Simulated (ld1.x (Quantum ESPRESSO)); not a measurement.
## Configuration tests for Cu (TM)

Cu (Z = 29), norm-conserving Troullier–Martins (Kleinman–Bylander form), made with ld1.x (Quantum ESPRESSO) 7.5 (PBEsol, scalar-relativistic). Core [Ar], reference 3d10 4s0 4p0 (charge +1). Waves: 4s (bound, empty): rc 1.65 bohr; 4p (bound, empty): rc 0.80 bohr; 3d (bound): rc 1.55 bohr; 4f channel at 0.4 Ry: rc 1.30 bohr. Local part: all-electron potential smoothed inside 0.95 bohr (lloc = -1). Core correction: a·sin(br)/r model core, default radius (core density twice the valence density).

Energies are relative to the spin-unpolarised reference configuration 3d10 4s0 4p0; without spin polarisation the order of configurations can differ from experiment. Not all tests gave a result: 1 of 7 tests not solved or not reliable. Left out of the table: 3d10 4s0 4p1 (solver errors, printed error -2.2 eV). The frozen-core shift is the all-electron ΔE with the core orbitals held at their reference shape minus the fully relaxed ΔE.

```csv
valence configuration,charge,ΔE all-electron (eV),error AE − PS (meV),frozen-core shift (meV)
3d10 4s1 4p0,0,-8.103,-9.0,+3.3
3d9 4s0 4p0,+2,21.313,-86,+75
3d8 4s0 4p0,+3,60.305,-516,+542
3d7 4s0 4p0,+4,119.979,-1492,+1870
3d9 4s2 4p0,0,-6.118,-154,+92
```

(1) What are ΔE and the potential's error for 3d10 4s0.5 4p0?

Levels in the configuration 3d9 4s0 4p0:

```
level  all-electron (eV)  pseudo (eV)
   3d            -29.605      -29.818
```

Note: ghost states, extra bound levels that the all-electron valence spectrum of the same l lacks: s at -145.7 eV, p at -78.2 eV. A true bound ghost makes a file unfit for plane-wave use. The 4p radius (0.80 bohr) lies inside the outermost node of the all-electron wave (0.97 bohr), which a nodeless pseudo-wave cannot match soundly.

Answers

(1) ΔE = -4.949 eV all-electron; the error (AE − PS) is -2.5 meV.

These tests converged, but a pseudo level misses the all-electron one widely, so the file describes the atom poorly there or has found another state: 3d7 4s0 4p0: empty 4s by 8.2 eV (a node warning on the way).
